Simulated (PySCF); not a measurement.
C₆ coefficients of unlike pairs at PBE

Calculated with PySCF 2.14 from the dipole response of each species, C₆(A,B) = (3/π) ∫ α_A(iu) α_B(iu) du, in atomic units, from isotropic polarisabilities. For ions this is the dispersion term alone; charge-induced terms of lower order in 1/R come first.

| species | configuration | basis | relativity | α (bohr³) | C₆ (like pair) |
| --- | --- | --- | --- | --- | --- |
| S⁺ | [Ne] 3s2 3p3 (4S) | dyall-av3z (19s12p3d2f) | spin-free X2C | 10.94 | 54.01 |
| Mg⁺ | [Ne] 3s1 (2S) | def2-QZVPPD (9s5p5d2f) | none | 33.74 | 145.6 |
| F⁺ | [He] 2s2 2p4 (3P) | dyall-acv3z (15s9p4d2f) | spin-free X2C | 1.856 | 3.491 |
| Pt³⁺ | [Xe] 4f14 5d7 (4F) | aug-cc-pwCVTZ-PP with ECP60MDF (8s8p7d4f3g) | core potential | 6.552 | 37.16 |

Q: Estimate C₆ for Mg⁺ with S⁺.

A: The integral gives 74.89. The combination rule 2 C_A C_B / (C_A α_B/α_A + C_B α_A/α_B) gives 73.57 and the geometric mean 88.67.

No spin-orbit coupling is included.

The other pairs:

```json
{"pair": "Pt³⁺, F⁺", "C₆": "11.37"}
{"pair": "F⁺, S⁺", "C₆": "12.64"}
{"pair": "F⁺, Mg⁺", "C₆": "14.91"}
{"pair": "Pt³⁺, S⁺", "C₆": "42.14"}
{"pair": "Pt³⁺, Mg⁺", "C₆": "51.05"}
```
